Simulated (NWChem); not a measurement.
# C$_{2}$H$_{5}$ClSi$_{2}$; SMILES C(#C[SiH2]Cl)[SiH3]

All runs: NWChem. Structure relaxed at the PBE0/def2-SVP level. Level B3LYP/def2-SVP: energy and gradient on several grids; changes count from the extra-fine grid, which is no exact limit either.

Question: Which is the coarsest grid (xcoarse; coarse; medium; fine; xfine) from which on the energy stays within 100 μHa and each gradient component within 200 μHa/bohr of xfine?

Answer: medium.
```json
[
 {"grid": "xcoarse", "size of the energy change (μHa)": "2000", "largest change of a gradient component (μHa/bohr)": "2000", "time, medium = 1 (rough)": "about 1"},
 {"grid": "coarse", "size of the energy change (μHa)": "40", "largest change of a gradient component (μHa/bohr)": "400", "time, medium = 1 (rough)": "about 1"},
 {"grid": "medium", "size of the energy change (μHa)": "< 10", "largest change of a gradient component (μHa/bohr)": "90", "time, medium = 1 (rough)": "about 1"},
 {"grid": "fine", "size of the energy change (μHa)": "< 10", "largest change of a gradient component (μHa/bohr)": "< 30", "time, medium = 1 (rough)": "about 1"},
 {"grid": "xfine", "size of the energy change (μHa)": "< 10", "largest change of a gradient component (μHa/bohr)": "< 30", "time, medium = 1 (rough)": "2"}
]
```
